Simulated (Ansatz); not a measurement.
Isolated molecules relaxed with PBE0-D4/def2-TZVP in Ansatz; ΔE leaves out vibrations. CCSD(T)/CBS is the MP2 limit (def2-TZVPP, def2-QZVPP) plus CCSD(T) − MP2 in def2-TZVPP, frozen cores. This one scheme is used for every species. DFT in def2-TZVPP. One conformer a species, not always the lowest.

Reaction (cleavage of the Si–Si bond): `C[SiH](C)[SiH3]` + `BN` → `BN[SiH](C)C` + SiH₄

`C[SiH](C)[SiH3]`:

```xyz
14

C     0.715   -1.259   -1.176
Si    0.210   -0.351    0.387
C    -1.625   -0.566    0.721
Si    0.735    1.926    0.202
H     1.786   -1.158   -1.364
H     0.485   -2.325   -1.093
H     0.181   -0.865   -2.045
H     0.982   -0.903    1.540
H    -1.876   -1.625    0.822
H    -1.921   -0.060    1.643
H    -2.221   -0.154   -0.097
H     0.355    2.672    1.434
H     0.003    2.539   -0.944
H     2.192    2.129   -0.031
```

`BN`:

```xyz
6

B    -0.101   -0.100    0.668
N     0.104    0.103   -0.687
H     0.737   -0.673    1.302
H    -1.110    0.304    1.169
H    -0.557    0.576   -1.280
H     0.928   -0.209   -1.172
```

`BN[SiH](C)C`:

Cartesian coordinates in Å:
```
B 1.000 2.077 -0.353
N -0.215 1.390 -0.360
Si -0.506 -0.341 -0.356
C -1.433 -0.814 1.194
C 1.107 -1.256 -0.499
H 2.028 1.462 -0.352
H 1.004 3.276 -0.347
H -1.045 1.967 -0.363
H -1.374 -0.649 -1.531
H -1.683 -1.879 1.187
H -0.831 -0.611 2.084
H -2.368 -0.255 1.283
H 1.756 -1.056 0.355
H 0.913 -2.332 -0.535
H 1.646 -0.978 -1.407
```

SiH₄:

```xyz
5

Si    0.000    0.000    0.000
H    -0.561   -0.684   -1.193
H     0.464   -1.015    0.979
H    -1.048    0.847    0.624
H     1.145    0.852   -0.410
```

```json
{"species": "`C[SiH](C)[SiH3]`", "B97M-V energy (Eh)": "-661.13379"}
{"species": "`BN`", "B97M-V energy (Eh)": "-82.06921"}
{"species": "`BN[SiH](C)C`", "B97M-V energy (Eh)": "-451.40963"}
{"species": "SiH₄", "B97M-V energy (Eh)": "-291.81115"}
```

**Question.** Work out ΔE.

**Answer.** ΔE = (-451.40963) + (-291.81115) − (-661.13379) − (-82.06921) = -0.01778 Eh = -11.2 kcal/mol. CCSD(T)/CBS gives -12.5 kcal/mol.

Largest T1 diagnostic among the species: 0.012.

At CCSD(T), def2-SVP lies +0.9 kcal/mol from the extrapolated value and def2-TZVPP −0.1 kcal/mol. From PBE to PBE0 (25 % exact exchange), in def2-TZVPP and without D4, ΔE moves by −1.5 kcal/mol.
